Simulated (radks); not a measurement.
All-electron atom: Ba52+ in [He] 2s2. Calculated with a radial shooting solver on a logarithmic mesh with Libxc functionals: scalar-relativistic Kohn-Sham, PBEsol, spin-unpolarised, spherical densities, point nucleus.

Local quantities along the radius. ELF = 1/(1 + alpha^2) is the electron localisation function; alpha = (tau - tau_W)/tau_unif compares the Pauli kinetic energy density with that of the uniform gas; s = |grad rho|/(2 (3 pi^2)^(1/3) rho^(4/3)) is the reduced gradient; 4 pi r^2 rho is in e/bohr; -r V(r) is the screened charge that the Kohn-Sham potential presents (atomic units). tau is taken from the large components.

| r (bohr) | ELF | alpha | s | 4 pi r^2 rho | -r V(r) |
|---|---|---|---|---|---|
| 0.001198 | 1.000 | 0.0001032 | 0.7401 | 3.258 | 55.91 |
| 0.001308 | 1.000 | 0.0001104 | 0.7116 | 3.778 | 55.90 |
| 0.00144 | 1.000 | 0.0001194 | 0.6835 | 4.435 | 55.89 |
| 0.001585 | 1.000 | 0.0001299 | 0.6584 | 5.199 | 55.87 |
| 0.001745 | 1.000 | 0.0001421 | 0.6361 | 6.084 | 55.86 |
| 0.001921 | 1.000 | 0.0001564 | 0.6163 | 7.106 | 55.84 |
| 0.002114 | 1.000 | 0.0001732 | 0.5989 | 8.284 | 55.82 |
| 0.002309 | 1.000 | 0.0001913 | 0.5849 | 9.515 | 55.80 |
| 0.002541 | 1.000 | 0.0002148 | 0.5717 | 11.04 | 55.77 |
| 0.002797 | 1.000 | 0.0002429 | 0.5606 | 12.78 | 55.75 |
| 0.003079 | 1.000 | 0.0002770 | 0.5514 | 14.75 | 55.72 |
| 0.003389 | 1.000 | 0.0003184 | 0.5440 | 16.97 | 55.69 |
| 0.003731 | 1.000 | 0.0003693 | 0.5385 | 19.45 | 55.65 |
| 0.004074 | 1.000 | 0.0004266 | 0.5351 | 21.97 | 55.62 |
| 0.004485 | 1.000 | 0.0005039 | 0.5331 | 24.98 | 55.58 |
| 0.004936 | 1.000 | 0.0006013 | 0.5329 | 28.28 | 55.53 |
| 0.005434 | 1.000 | 0.0007253 | 0.5346 | 31.84 | 55.48 |
| 0.005981 | 1.000 | 0.0008850 | 0.5382 | 35.65 | 55.43 |
| 0.006584 | 1.000 | 0.001093 | 0.5439 | 39.66 | 55.37 |
| 0.007247 | 1.000 | 0.001367 | 0.5518 | 43.81 | 55.31 |
| 0.007914 | 1.000 | 0.001699 | 0.5612 | 47.67 | 55.25 |
| 0.008711 | 1.000 | 0.002183 | 0.5739 | 51.85 | 55.18 |
| 0.009589 | 1.000 | 0.002849 | 0.5896 | 55.87 | 55.10 |
| 0.01056 | 1.000 | 0.003780 | 0.6086 | 59.58 | 55.02 |
| 0.01162 | 1.000 | 0.005106 | 0.6313 | 62.82 | 54.94 |
| 0.01279 | 1.000 | 0.007031 | 0.6585 | 65.40 | 54.85 |
| 0.01397 | 1.000 | 0.009601 | 0.6880 | 67.03 | 54.77 |
| 0.01537 | 1.000 | 0.01378 | 0.7258 | 67.85 | 54.68 |
| 0.01692 | 1.000 | 0.02028 | 0.7707 | 67.52 | 54.58 |
| 0.01863 | 0.999 | 0.03064 | 0.8240 | 65.95 | 54.48 |
| 0.0205 | 0.998 | 0.04764 | 0.8872 | 63.11 | 54.37 |
| 0.02257 | 0.994 | 0.07643 | 0.9619 | 59.04 | 54.27 |
| 0.02465 | 0.986 | 0.1213 | 1.042 | 54.38 | 54.17 |
| 0.02713 | 0.959 | 0.2071 | 1.141 | 48.50 | 54.06 |
| 0.02986 | 0.883 | 0.3643 | 1.251 | 42.15 | 53.95 |
| 0.03287 | 0.700 | 0.6548 | 1.364 | 35.74 | 53.83 |
| 0.03618 | 0.418 | 1.179 | 1.458 | 29.74 | 53.72 |
| 0.03983 | 0.193 | 2.046 | 1.492 | 24.59 | 53.61 |
| 0.04349 | 0.094 | 3.109 | 1.424 | 20.93 | 53.50 |
| 0.04788 | 0.055 | 4.126 | 1.206 | 18.31 | 53.38 |
| 0.0527 | 0.053 | 4.243 | 0.8862 | 17.15 | 53.26 |
| 0.05801 | 0.084 | 3.312 | 0.5942 | 17.30 | 53.16 |
| 0.06386 | 0.191 | 2.059 | 0.4302 | 18.38 | 53.11 |
| 0.07029 | 0.449 | 1.107 | 0.3994 | 19.91 | 53.07 |
| 0.07737 | 0.766 | 0.5529 | 0.4589 | 21.30 | 53.02 |
| 0.08449 | 0.925 | 0.2853 | 0.5594 | 22.01 | 52.95 |
| 0.093 | 0.981 | 0.1380 | 0.7006 | 21.82 | 52.88 |
| 0.1024 | 0.996 | 0.06705 | 0.8704 | 20.49 | 52.80 |
| 0.1127 | 0.999 | 0.03283 | 1.075 | 18.10 | 52.72 |
| 0.124 | 1.000 | 0.01617 | 1.327 | 14.96 | 52.64 |
| 0.1365 | 1.000 | 0.007977 | 1.651 | 11.52 | 52.56 |
| 0.1491 | 1.000 | 0.004165 | 2.038 | 8.481 | 52.49 |
| 0.1641 | 1.000 | 0.002037 | 2.608 | 5.610 | 52.43 |
| 0.1807 | 1.000 | 0.0009839 | 3.412 | 3.397 | 52.39 |
| 0.1989 | 1.000 | 0.0004674 | 4.580 | 1.868 | 52.37 |
| 0.2189 | 1.000 | 0.0002173 | 6.338 | 0.9246 | 52.35 |
| 0.241 | 1.000 | 0.00009847 | 9.077 | 0.4081 | 52.31 |
| 0.2631 | 1.000 | 0.00004638 | 13.05 | 0.1728 | 52.26 |
| 0.2896 | 1.000 | 0.00001972 | 20.21 | 0.05937 | 52.19 |
| 0.3188 | 1.000 | 8.046e-06 | 32.82 | 0.01757 | 52.13 |
| 0.3509 | 1.000 | 3.133e-06 | 56.16 | 0.004414 | 52.09 |

On this mesh the ELF has minima near r = 0.053 bohr, which separate the shells.
